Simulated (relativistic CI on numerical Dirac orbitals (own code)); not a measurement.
## Slater and spin-orbit integrals, Pb⁴⁴⁺

Computed by Dirac-Coulomb-Breit CI, KLI orbitals optimised for each configuration, model QED (radiative potential, 1s self-energy scaled to tabulated hydrogen-like ionisation energies), unscaled Slater integrals (own radial code, finite nucleus).

Slater integrals F^k, G^k are unscaled and averaged over j, outside the closed core [Ar] 3d10; ζ comes from projecting the Hamiltonian with its Breit term on Σ l·s of the shell.

- 4s²4p⁶4d²: F^2(4d,4d) = 277690, F^4(4d,4d) = 189320, ζ(4d) = 105530 cm⁻¹; <r>(4d) = 0.36, <r^2>(4d) = 0.1482 (bohr units).
- 4s²4p⁶4d4f: ζ(4d) = 105410, F^2(4d,4f) = 280500, F^4(4d,4f) = 182170, G^1(4d,4f) = 276670, G^3(4d,4f) = 194590, G^5(4d,4f) = 144180, ζ(4f) = 20205 cm⁻¹; <r>(4d) = 0.3603, <r^2>(4d) = 0.1485, <r>(4f) = 0.3328, <r^2>(4f) = 0.125 (bohr units).
- 4s²4p⁵4d³: ζ(4p) = 845700, F^2(4d,4d) = 277630, F^4(4d,4d) = 189280, F^2(4p,4d) = 277450, G^1(4p,4d) = 342190, G^3(4p,4d) = 219750, ζ(4d) = 105160 cm⁻¹; <r>(4p) = 0.3609, <r^2>(4p) = 0.1476, <r>(4d) = 0.36, <r^2>(4d) = 0.1483 (bohr units).

(1) Give the Racah parameters of the d shell in 4s²4p⁶4d².

Averages of the first 10 configurations, taken without configuration mixing, which lowers the lowest level and can move excited configurations by several eV; other configurations of the list can lie among them:

| Configuration | Parity | States | Average energy above the lowest level (eV) |
| --- | --- | --- | --- |
| 4s²4p⁶4d² | even | 45 | 45.4 |
| 4s²4p⁶4d4f | odd | 140 | 293.0 |
| 4s²4p⁵4d³ | odd | 720 | 311.9 |
| 4s4p⁶4d³ | even | 240 | 552.7 |
| 4s²4p⁵4d²4f | even | 3780 | 556.6 |
| 4s4p⁶4d²4f | odd | 1260 | 797.8 |
| 4s²4p⁶4d5s | even | 20 | 712.4 |
| 4s²4p⁶4f5s | odd | 28 | 959.3 |
| 4s²4p⁶4d5p | odd | 60 | 816.4 |
| 4s²4p⁶4f² | even | 91 | 543.7 |

Results:

(1) B = F²/49 − 5F⁴/441 = 3521 cm⁻¹ and C = 35F⁴/441 = 15025 cm⁻¹.
